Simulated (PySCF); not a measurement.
Compounds:

A. `C1[C@@H]2[C@@H](F)[C@]3(Cl)[C@H]1[C@H]23`
B. SMILES C(C/C=N\[H])C(N)=O
C. `InChI=1S/C5H4FNO/c1-4(2-7)5(6)3-8-5/h1,3H2/t5-/m1/s1`
D. `C=C/C=C\C(=C)Cl`

Spectrum 1. ¹³C{¹H} NMR (computed): δ 174.4 (CH), 171.2 (C), 38.8 (CH2), 33.3 (CH2).

Spectrum 2. ¹³C{¹H} NMR (computed): δ 145.7 (CH2, d, J = 3.4 Hz), 126.3 (C, d, J = 34.7 Hz), 120.0 (C, d, J = 6.8 Hz), 93.1 (C, d, J = 324.0 Hz), 51.7 (CH2, d, J = 18.4 Hz).

Spectrum 3. ¹³C{¹H} NMR (computed): δ 151.6 (C), 141.1 (CH), 140.8 (CH), 130.6 (CH), 130.4 (CH2), 126.6 (CH2).

Spectrum 4. ¹³C{¹H} NMR (computed): δ 108.0 (CH), 52.1 (C), 46.0 (CH), 42.7 (CH), 34.4 (CH2), 31.4 (CH).

Theoretical values (PySCF): structure optimised with GFN2-xTB, shielding tensors at PBE0/pcSseg-1 (GIAO), spin–spin couplings from B3LYP/pcJ-1 (spin–dipole term left out of most H,H and C,H couplings). Non-relativistic, no solvent, one averaged value for each set of equivalent atoms, a single conformation.

Shifts are taken against calculated references (same method and geometry level): ¹³C (186.93 ppm) vs TMS. Splittings of carbon signals by F and P are missing where no couplings were computed. One-bond C–F couplings are unscaled and too large by tens of Hz. Acid and N–H amide carbonyl carbons lie up to 10 ppm further downfield in solution (hydrogen bonding). Shifts are as computed. Against solution values, carbons near 30 ppm lie about +3 ppm off and those near 130 ppm about +5 ppm; carbons on Cl a further +6 ppm. Of 1211 compounds with measured shifts, 218 miss one by over three times the rms of a fit or turn the order of signals round; such compounds aren't used in these exercises. Groups on amide-type nitrogens are kept apart (slow C–N rotation). Carbons bonded to Cl come out too deshielded.

Question: Which spectrum belongs to which compound?

Answer: 1–B, 2–C, 3–D, 4–A.

- Spectrum 1 (B): 4 ¹³C signals; δC 171.2 is an amide carbonyl carbon; δC 38.8 is an sp3 CH2.
- Spectrum 2 (C): 5 ¹³C signals; δC 145.7 is a terminal =CH2 carbon; δC 126.3 is a fully substituted alkene carbon.
- Spectrum 3 (D): 6 ¹³C signals; δC 151.6 is a fully substituted alkene carbon; δC 141.1 is an alkene CH.
- Spectrum 4 (A): 6 ¹³C signals; δC 108.0 is an sp3 CH bonded to F; δC 52.1 is a three-membered-ring carbon.
